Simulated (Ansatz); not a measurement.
Geometry optimisation, RKS B3LYP/def2-SVP (Ansatz).

Input file:

```yaml
crystal:
  periodic: [false, false, false]
  atoms:
    - { symbol: O, position_ang: [-0.3892, -1.6637, 0.2577] }
    - { symbol: Sb, position_ang: [0.7205, -0.3678, 1.3297] }
    - { symbol: F, position_ang: [2.3149, -0.8628, 0.2668] }
    - { symbol: Sb, position_ang: [0.2389, 1.7889, -0.4082] }
    - { symbol: H, position_ang: [-1.36, -1.3102, 0.3904] }
    - { symbol: H, position_ang: [0.44757, 2.96846, 0.97984] }
    - { symbol: H, position_ang: [1.95569, 1.91271, -0.78951] }
basis:
  gaussian: { orbitals: def2-SVP }
hamiltonian:
  xc: b3lyp
relax:
  f_tol: 0.015
  max_steps: 40
```

Command:

```bash
$ ansatz run input.yaml --threads 2 --pin off --max-ram 3072MiB --backend cpu --events-out ev --progress --plain --runs-dir out
```

Where does it end, and by what steps?

It converged. After 16 steps the energy has fallen by 0.510 eV; O1 moved furthest, 0.88 Å.

```
step  energy less start (eV)  largest force component (eV/Å)  accepted
   0                  0.0000                           2.736       yes
   1                 -0.1611                           1.323       yes
   2                 -0.2683                           0.543       yes
   3                 -0.3185                           0.387       yes
   4                 -0.3840                           0.424       yes
   5                 -0.4522                           0.485       yes
   6                 -0.4523                           0.446       yes
   7                 -0.4806                           0.143       yes
   8                 -0.4915                           0.082       yes
   9                 -0.4920                           0.482       yes
  10                 -0.4956                           0.400       yes
  11                 -0.5045                           0.139       yes
  12                 -0.5075                           0.091       yes
  13                 -0.5078                           0.109       yes
  14                 -0.5094                           0.034       yes
  15                 -0.5095                           0.040       yes
  16                 -0.5097                           0.011       yes
```

```xyz
7
Properties=species:S:1:pos:R:3
O -0.687 -1.350 1.019
Sb 1.057 -0.411 1.225
F 2.021 -1.350 -0.201
Sb 0.487 1.803 -0.558
H -1.020 -1.343 0.109
H -0.037 2.757 0.784
H 2.107 2.360 -0.352
```

The run took 42 s on 2 threads of Intel(R) Xeon(R) Platinum 8488C (Sapphire Rapids), with other jobs on the host, peak memory 0.25 GiB.
